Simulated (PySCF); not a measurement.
SiFCl2Br, SMILES F[Si](Cl)(Cl)Br. Atoms are numbered in the order given.

```xyz
5

F     -0.6733    -1.8785     0.0000
Si    -0.4662    -0.2859     0.0000
Cl    -1.3447     0.4697    -1.6610
Cl    -1.3447     0.4697     1.6610
Br     1.6659     0.1411     0.0000
```

Geometry: ωB97X-D3(BJ)/def2-SVP.

Method: PBE/def2-TZVP (PySCF).

The molecule is in vacuum.

Problem. Estimate the frontier levels, gap, dipole moment and polarisability. (The exact figures need the calculation; the answer reports its results.)

Solution. 
```yaml
highest_occupied_level: -7.84 eV
lowest_empty_level: -1.72 eV
orbital_gap: 6.11 eV
dipole_moment: 0.69 D
quadrupole, principal values (traceless, Buckingham form, about the centre of nuclear charge): -3.10, 0.95, 2.15 D·Å
mean_static_polarisability: 65.0 bohr³ (9.64 Å³)
polarisability_principal_values: 52.2, 68.2, 74.8 bohr³
```
